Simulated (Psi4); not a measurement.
H$_{6}$OSi$_{2}$, charge -1, doublet, at a GFN2-xTB geometry (a state made from the parent by changing its charge; the spin is typed, not shown lowest) (a gas-phase anion, which may not be bound at this level); Psi4 1.11 with BHHLYP/cc-pVDZ.

The Psi4 input:
```
memory 2 GB

molecule mol {
-1 2
  Si    1.738944   -0.332946    0.096580
  O    -0.075498    0.025167   -0.011405
  Si   -1.618055    0.305746   -0.087132
  H     1.780350   -0.830226   -1.289478
  H     2.056657    1.077496    0.379428
  H     1.544811   -1.278606    1.209485
  H    -2.364984   -0.455585    0.947663
  H    -2.181036   -0.078457   -1.407411
  H    -1.924252    1.744843    0.119277
}

set basis cc-pvdz
set reference uks

energy('bhhlyp')
print_variables()
```

Output, abridged:

```
   => Loading Basis Set <=

    Name: CC-PVDZ
    Role: ORBITAL
    Keyword: BASIS

         ---------------------------------------------------------
                                   SCF
               by Justin Turney, Rob Parrish, Andy Simmonett
                          and Daniel G. A. Smith
                              UKS Reference
         ---------------------------------------------------------

  ==> Geometry <==

    Molecular point group: c1
    Full point group: C1

    Geometry (in Angstrom), charge = -1, multiplicity = 2:

       Center              X                  Y                   Z               Mass
    ------------   -----------------  -----------------  -----------------  -----------------
         SI           1.725128531029    -0.330669476738     0.096060139503    27.976926534650
         O           -0.089313468971     0.027443523262    -0.011924860497    15.994914619570
         SI          -1.631870468971     0.308022523262    -0.087651860497    27.976926534650
         H            1.766534531029    -0.827949476738    -1.289997860497     1.007825032230
         H            2.042841531029     1.079772523262     0.378908139503     1.007825032230
         H            1.530995531029    -1.276329476738     1.208965139503     1.007825032230
         H           -2.378799468971    -0.453308476738     0.947143139503     1.007825032230
         H           -2.194851468971    -0.076180476738    -1.407930860497     1.007825032230
         H           -1.938067468971     1.747119523262     0.118757139503     1.007825032230

  Running in c1 symmetry.

  Rotational constants: A =      1.36811  B =      0.08645  C =      0.08645 [cm^-1]
  Rotational constants: A =  41014.84634  B =   2591.76811  C =   2591.71338 [MHz]
  Nuclear repulsion =  153.917913884326197

  Charge       = -1
  Multiplicity = 2
  Electrons    = 43
  Nalpha       = 22
  Nbeta        = 21

  ==> Algorithm <==

  SCF Algorithm Type is DF.
  DIIS enabled.
  MOM disabled.
  Fractional occupation disabled.
  Guess Type is SAD.
  Energy threshold   = 1.00e-06
  Density threshold  = 1.00e-06
  Integral threshold = 1.00e-12

  ==> Primary Basis <==

  Basis Set: CC-PVDZ
    Blend: CC-PVDZ
    Number of shells: 40
    Number of basis functions: 80
    Number of Cartesian functions: 83
    Spherical Harmonics?: true
    Max angular momentum: 2

  ==> DFT Potential <==

   => LibXC <=

    Version 7.1.2
[...]
      Ntotal   =   43.0000255974 ; deviation = 2.560e-05

   @Spin Contamination Metric:   1.711579353E-03
   @S^2 Expected:                7.500000000E-01
   @S^2 Observed:                7.517115794E-01
   @S   Expected:                5.000000000E-01
   @S   Observed:                5.000000000E-01

    Orbital Energies [Eh]
    ---------------------

    Alpha Occupied:

[...]
      22A      0.069367

    Alpha Virtual:

[...]
      80A      3.469875

    Beta Occupied:

[...]
    Beta Virtual:

[...]
    Final Occupation by Irrep:
              A
    DOCC [    21 ]
    SOCC [     1 ]
    NA   [    22 ]
    NB   [    21 ]

  @DF-UKS Final Energy:  -657.75619699257481

   => Energetics <=

    Nuclear Repulsion Energy =            153.9179138843261967
    One-Electron Energy =               -1224.4610966061511590
    Two-Electron Energy =                 440.0540527375434863
    DFT Exchange-Correlation Energy =     -27.2670670082933810
    Empirical Dispersion Energy =           0.0000000000000000
    VV10 Nonlocal Energy =                  0.0000000000000000
    Total Energy =                       -657.7561969925747007

  UHF NO Occupations:
  HONO-2 :   20  A 1.9999256
  HONO-1 :   21  A 1.9993357
  HONO-0 :   22  A 1.0000000
  LUNO+0 :   23  A 0.0006643
  LUNO+1 :   24  A 0.0000744
  LUNO+2 :   25  A 0.0000741
  LUNO+3 :   26  A 0.0000279

Computation Completed

Properties will be evaluated at   0.000000,   0.000000,   0.000000 [a0]

Properties computed using the SCF density matrix

 Multipole Moments:

 ------------------------------------------------------------------------------------
     Multipole            Electronic (a.u.)      Nuclear  (a.u.)        Total (a.u.)
 ------------------------------------------------------------------------------------

 L = 1.  Multiply by 2.5417464519 to convert [e a0] to [Debye]
 Dipole X            :         -0.4120692           -1.0964979           -1.5085671
 Dipole Y            :          0.1065188            0.1806861            0.2872050
 Dipole Z            :         -0.0414911           -0.0412681           -0.0827592
 Magnitude           :                                                    1.5378916

 ------------------------------------------------------------------------------------

  Variable Map:
  ----------------------------------------------------------------------------
[...]
  Array Variable Map:
  ----------------------------------------------------------------------------
[...]
[...]
```
